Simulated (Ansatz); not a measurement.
`[F][InH][SiH3]` + `CCS` → `CCS[SiH3]` + `[F][InH2]` at 600 K and 1 bar (cleavage of the Si–In bond).

Calculated with Ansatz (gas phase, PBE0-D4/def2-TZVP geometries, no zero-point term in ΔE). CCSD(T)/CBS adds triple-zeta CCSD(T) − MP2 to the extrapolated MP2 energy (def2 sets, frozen cores). This one scheme is used for every species. Elements past krypton have def2 core potentials. For In outer-core shells are correlated without core-valence functions, which leaves a few kJ/mol of doubt a bond. Each species was taken in one conformer, which may not be the lowest.

| species | CCSD(T)/CBS energy (Eh) | H − E (kJ/mol) | S (J/(mol·K)) |
| --- | --- | --- | --- |
| `[F][InH][SiH3]` | -581.10508 | 134.8 | 418.0 |
| `CCS` | -477.49091 | 239.8 | 348.1 |
| `CCS[SiH3]` | -767.79185 | 305.2 | 438.2 |
| `[F][InH2]` | -290.81142 | 65.6 | 306.8 |

H − E and S are ideal-gas, rigid-rotor, harmonic terms from PBE0-D4/def2-TZVP, for one conformer and one mirror image of each species. 1 Eh = 2625.50 kJ/mol, R = 8.31446 J/(mol·K).

Question: By hand: ΔE, ΔH, ΔS and ΔG.

Answer: ΔE = (-767.79185) + (-290.81142) − (-581.10508) − (-477.49091) = -0.00728 Eh = -19.1 kJ/mol. Δ(H − E) = 305.2 + 65.6 − 134.8 − 239.8 = -3.8, so ΔH = -22.9 kJ/mol. ΔS = 438.2 + 306.8 − 418.0 − 348.1 = -21.1 J/(mol·K). ΔG = -22.9 − 600 × (-21.1)/1000 = -10.2 kJ/mol.

Question: By hand: the equilibrium constant, and the temperature at which ΔG would vanish if ΔH and ΔS stayed fixed.

Answer: log₁₀ K = −ΔG/(RT ln 10) = 0.9. ΔG = 0 at ΔH/ΔS = 1085 K.

TΔS isn't small against ΔH here. A doubt of 5 kJ/mol in ΔE shifts log₁₀ K by 0.4 here. Other conformers and mirror images would add mixing entropy, several J/(mol·K) or more a flexible species. Modes under 60 cm⁻¹, often nearly free rotors, make the harmonic entropy too high. These are equilibria of isolated gas molecules and say nothing of rates. Largest T1 diagnostic: 0.016 (customary marks: 0.02 for closed shells, 0.045 for open ones).
